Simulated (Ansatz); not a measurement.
Complex (SMILES): F (HF) with FCl (F-Cl), atoms 1 to 2 the first; geometry from B3LYP-D3(BJ)/def2-TZVP, monomers rigid:
```xyz
4

F      0.3477     0.0277    -0.4961
H     -0.5669     0.0474    -0.3400
F     -2.4822     0.0933    -0.3591
Cl    -3.1336     0.1260    -1.8747
```

Interaction energy at PBE with Ansatz (an electronic-structure program), kcal/mol, without and with the counterpoise correction (monomers among the partner's ghost functions). Cartesian d functions, on some or all atoms, in 6-311+G**; all else is spherical. The program fits the integrals of some runs and decomposes those of others, by size. No added dispersion term, no relativity. Reference, counterpoise-corrected: the value in aug-pcseg-3, -1.96.

```tsv
basis	functions	uncorrected
pcseg-0	33	-6.54
3-21G	33	-7.89
6-311+G**	81	-2.76
def2-SVPD	81	-2.69
pcseg-2	108	-2.29
jun-cc-pV(T+d)Z	140	-1.99
6-311++G(3df,3pd)	143	-2.41
aug-cc-pV(T+d)Z	170	-1.99
def2-QZVPP	214	-2.17
def2-QZVP	214	-2.17
def2-QZVPPD	244	-1.98
cc-pV(5+d)Z	337	-2.10
```

### Question
How large is the counterpoise correction in each set?

### Answer
pcseg-0 3.52, 3-21G 5.30, 6-311+G** 0.48, def2-SVPD 0.60, pcseg-2 0.33, jun-cc-pV(T+d)Z 0.11, 6-311++G(3df,3pd) 0.48, aug-cc-pV(T+d)Z 0.11, def2-QZVPP 0.20, def2-QZVP 0.20, def2-QZVPPD 0.02, cc-pV(5+d)Z 0.13 kcal/mol. The corrected value lies nearer the reference in 10 of 12 rows.
